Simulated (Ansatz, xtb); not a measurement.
**Ranking isomers of C4H7BN2**

3 gas-phase structures of C4H7BN2, from a drawn sample of its isomers (lower ones may exist). Each was relaxed with GFN2-xTB; where two conformers were screened, the lower at r2SCAN-D4/def2-SVP is listed:

A. `C#C[C@@H]1CNBN1`, a singlet
B. `C#CB(N=C)NC`, a singlet
C. `C#CB1NCCN1`, a singlet

Task: Which do you expect lowest at r2SCAN-D4/def2-SVP, and how would the others follow?

Result: Calculated order at r2SCAN-D4/def2-SVP: C (0.0), A (16.1), B (23.9) kcal/mol.

Energies above the lowest of each column, in kcal/mol; the last columns are at B3LYP-D3(BJ)/def2-SVP geometries:

```csv
structure,GFN2-xTB,HF/STO-3G,r2SCAN-D4/def2-SVP,B3LYP-D3(BJ)/def2-SVP,CCSD(T)/def2-SVP + ΔMP2/def2-TZVPP
C,3.2,0.0,0.0,0.0,0.0
A,0.0,16.3,16.1,15.3,15.2
B,30.9,49.0,23.9,20.0,21.8
```

CCSD(T)/def2-SVP + ΔMP2/def2-TZVPP puts C lowest; GFN2-xTB picks A. Flexible structures stand in one conformer each, not always the lowest. ΔMP2 is the change of the MP2 energy from the smaller to the larger basis.

Programs: Ansatz 0.2.0, xtb 6.7.1.
